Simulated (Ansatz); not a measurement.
Abstraction of F: Ge(CH3)F3 + SnHF2 → Ge(CH3)F2 + SnHF3

Gas-phase species: Ge(CH3)F3, singlet; SnHF2 `[F][SnH][F]`, doublet; Ge(CH3)F2, doublet; SnHF3 `[F][SnH]([F])[F]`, singlet. A radical takes F: the energy is the difference in strength between the Ge–F bond broken and the Sn–F bond made.

Shapes, held fixed at every level: PBE0-D4/def2-TZVP. Programs: Ansatz 0.2.0. The zero-point and thermal change to 298 K, harmonic and unscaled (PBE0-D4/def2-TZVP), is +0.1 kJ/mol.

Problem. Estimate ΔH(298 K) of this reaction.

Solution. The highest level, CCSD(T)/def2-TZVPP, gives ΔH(298 K) = +84.2 kJ/mol; the levels span +72.2 to +84.2. The column of differences is taken from that level and isn't an error. No measured value is set beside it here. Open shells run unrestricted. For atoms past krypton def2 sets carry core potentials with scalar relativity. Relativity is left out for Ge. Outer-core shells of Ge, Sn are correlated, in sets that cover them unevenly. Times are processor times on shared x86 and Arm servers, and rough.

```tsv
level	kind	ΔH(298 K) (kJ/mol)	less CCSD(T)/def2-TZVPP	CPU time (sum over the molecules)
HF/def2-TZVPP	Hartree–Fock	+84.0	-0.2	–
PBE-D4/def2-TZVPP	GGA	+72.2	-12.0	19 s
BHLYP-D4/def2-TZVPP	global hybrid	+82.3	-1.9	29 s
PBE0-D4/def2-TZVPP	global hybrid	+78.0	-6.2	27 s
wB97X-V/def2-TZVPP	range-separated hybrid	+75.7	-8.5	67 s
B2PLYP/def2-TZVPP	double hybrid	+79.5	-4.7	46 s
CCSD(T)/def2-TZVPP	coupled cluster or CI	+84.2	0.0	–
```
